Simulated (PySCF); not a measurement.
# Dipole response of P (phosphorus, neutral)

[Ne] 3s1 3p3 4s1, high-spin 6S determinant (an excited configuration). Calculation: PySCF 2.14, in aug-cc-pwCVQZ (10s9p7d5f3g, 134 functions); no relativity, point nucleus. Coupled (time-dependent) response in atomic units; α is the mean over directions.

| method | mean α (bohr³) | C₆ (like pair) | S(−4) |
| --- | --- | --- | --- |
| UHF | 553.3 | 8854 | 397200 |
| PBE | 452.3 | 6842 | 247300 |

S(−4) is the Cauchy moment in α(ω) = α(0) + S(−4) ω² + …

α(iu) at PBE:

```json
{"u (hartree)": "0", "α(iu) (bohr³)": "452.3"}
{"u (hartree)": "0.0500", "α(iu) (bohr³)": "195.6"}
{"u (hartree)": "0.100", "α(iu) (bohr³)": "79.19"}
{"u (hartree)": "0.200", "α(iu) (bohr³)": "30.20"}
{"u (hartree)": "0.300", "α(iu) (bohr³)": "18.21"}
{"u (hartree)": "0.500", "α(iu) (bohr³)": "9.646"}
{"u (hartree)": "0.750", "α(iu) (bohr³)": "5.477"}
{"u (hartree)": "1.00", "α(iu) (bohr³)": "3.517"}
{"u (hartree)": "1.50", "α(iu) (bohr³)": "1.810"}
{"u (hartree)": "2.00", "α(iu) (bohr³)": "1.118"}
{"u (hartree)": "3.00", "α(iu) (bohr³)": "0.5727"}
{"u (hartree)": "5.00", "α(iu) (bohr³)": "0.2556"}
```

A single London oscillator, α(iu) = α/(1 + u²/ω²), gives C₆ = (3/4) ω α². Matching the computed C₆ needs ω = 4 × 6842 / (3 × 452.3²) = 0.0446 hartree.

The outer electron is Rydberg-like, and this basis confines it to a smaller radius and binds it less than a complete one would.
